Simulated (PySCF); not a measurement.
MoO₂Cl, SMILES [O]=[Mo](=[O])[Cl] (connectivity only; charge and spin as stated), neutral, multiplicity 2.

Geometry optimised at PBE-D3(BJ)/def2-SVP. A frequency run showed that this geometry is not a minimum. The spin state was assumed, not searched. The isomer is the one that the SMILES or the coordinates give; other isomers of the formula were not compared. The def2 effective core potentials stand for the cores of Mo; spin–orbit coupling is left out.

The numbers are results of r2SCAN/def2-TZVPD in PySCF, not measurements.

Gas-phase values at a fixed geometry.

```json
{
  "total_energy": "-679.00231 hartree",
  "point_group": "C2v",
  "α spin, highest occupied and lowest empty level": "-6.94 and -5.05 eV",
  "β spin, highest occupied and lowest empty level": "-8.49 and -4.66 eV",
  "dipole_moment": "1.25 D",
  "quadrupole, principal values (traceless, Buckingham form, about the centre of nuclear charge)": "-3.91, -3.63, 7.54 D·Å",
  "mean_static_polarisability": "59.2 bohr³ (8.78 Å³)",
  "polarisability_principal_values": "46.8, 58.1, 72.9 bohr³",
  "⟨S²⟩": "0.762 (pure state 0.75)"
}
```
